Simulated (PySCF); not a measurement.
Compound: C₈H₁₀F₂.
SMILES with atom numbers: `[F:1][CH:2]([F:3])[C@@H:4]1[CH2:5][C@@H:6]2[CH:7]=[CH:8][C@H:9]1[CH2:10]2` (hydrogens: H11 on C2; H12 on C4; H13, H14 on C5; H15 on C6; H16 on C7; H17 on C8; H18 on C9; H19, H20 on C10)

The same species was optimised twice, with GFN2-xTB and with PBE0-D3(BJ)/def2-SVP (PySCF), and the same property calculations (PySCF, gas phase) were run on both structures.

| coordinate | GFN2-xTB | PBE0-D3(BJ)/def2-SVP | change |
| --- | --- | --- | --- |
| C7=C8 (Å) | 1.327 | 1.341 | +0.014 |
| C2–C4 (Å) | 1.518 | 1.504 | -0.014 |
| C5–C6 (Å) | 1.548 | 1.556 | +0.008 |
| C8–C9 (Å) | 1.508 | 1.516 | +0.008 |
| C6–C7 (Å) | 1.507 | 1.514 | +0.007 |
| C4–C9 (Å) | 1.553 | 1.560 | +0.007 |
| C4–C5 (Å) | 1.542 | 1.548 | +0.006 |
| C6–C10 (Å) | 1.533 | 1.537 | +0.004 |
| F1–C2 (Å) | 1.358 | 1.355 | -0.003 |
| C9–C10 (Å) | 1.533 | 1.536 | +0.003 |
| C2–F3 (Å) | 1.358 | 1.356 | -0.002 |
| F1–C2–F3 (°) | 105.8 | 107.4 | +1.6 |
| C2–C4–C9 (°) | 112.7 | 114.1 | +1.4 |
| C2–C4–C5 (°) | 113.0 | 114.0 | +1.0 |
| F3–C2–C4 (°) | 110.9 | 110.2 | -0.7 |
| F1–C2–C4 (°) | 110.8 | 110.2 | -0.6 |
| C4–C9–C8 (°) | 106.5 | 107.0 | +0.5 |
| C4–C9–C10 (°) | 99.9 | 99.6 | -0.3 |
| C6–C10–C9 (°) | 93.5 | 93.8 | +0.3 |
| F1–C2–C4–C5 (°) | -65 | -64 | +1 |

Rotational constants: A = 2594, B = 1044, C = 945.8 MHz (GFN2-xTB) against A = 2571, B = 1038, C = 936.7 MHz (PBE0-D3(BJ)/def2-SVP). Point groups within 0.08 Å: C1 and C1.

On the GFN2-xTB structure: HOMO (eV) -7.27 [PBE0/pcSseg-1]; LUMO (eV) 0.07 [PBE0/pcSseg-1]; dipole (D) 2.39 [PBE0/pcSseg-1]; GIAO shielding of F1 (ppm) 313.9 [PBE0/pcSseg-1]; GIAO shielding of C2 (ppm) 58.8 [PBE0/pcSseg-1]; GIAO shielding of F3 (ppm) 305.7 [PBE0/pcSseg-1]; GIAO shielding of C4 (ppm) 139.4 [PBE0/pcSseg-1]; GIAO shielding of C5 (ppm) 157.4 [PBE0/pcSseg-1]; GIAO shielding of C6 (ppm) 141.4 [PBE0/pcSseg-1]; GIAO shielding of C7 (ppm) 39.4 [PBE0/pcSseg-1]; GIAO shielding of C8 (ppm) 44.9 [PBE0/pcSseg-1].

Question: What do these properties become on the PBE0-D3(BJ)/def2-SVP structure?

Answer: 
```
                                    property          level  on GFN2-xTB  on PBE0-D3(BJ)/def2-SVP  change
                                   HOMO (eV)  PBE0/pcSseg-1        -7.27                    -7.24   +0.03
                                   LUMO (eV)  PBE0/pcSseg-1         0.07                     0.01   -0.06
                                  dipole (D)  PBE0/pcSseg-1         2.39                     2.25   -0.14
energy, GFN2-xTB geometry as zero (kcal/mol)  PBE0/pcSseg-1          0.0                     -0.8    -0.8
                  GIAO shielding of F1 (ppm)  PBE0/pcSseg-1        313.9                    314.7    +0.8
                  GIAO shielding of C2 (ppm)  PBE0/pcSseg-1         58.8                     60.3    +1.5
                  GIAO shielding of F3 (ppm)  PBE0/pcSseg-1        305.7                    306.6    +0.9
                  GIAO shielding of C4 (ppm)  PBE0/pcSseg-1        139.4                    138.4    -1.0
                  GIAO shielding of C5 (ppm)  PBE0/pcSseg-1        157.4                    155.1    -2.3
                  GIAO shielding of C6 (ppm)  PBE0/pcSseg-1        141.4                    139.3    -2.1
                  GIAO shielding of C7 (ppm)  PBE0/pcSseg-1         39.4                     35.5    -3.9
                  GIAO shielding of C8 (ppm)  PBE0/pcSseg-1         44.9                     41.9    -3.0
```

The heavy atoms differ by 0.030 Å rms after alignment. Among bonds between heavy atoms C2–C4 and C7=C8 change most and about equally (-0.014 to +0.014 Å). Changes are differences of the printed values. Neither structure is proved a minimum here.
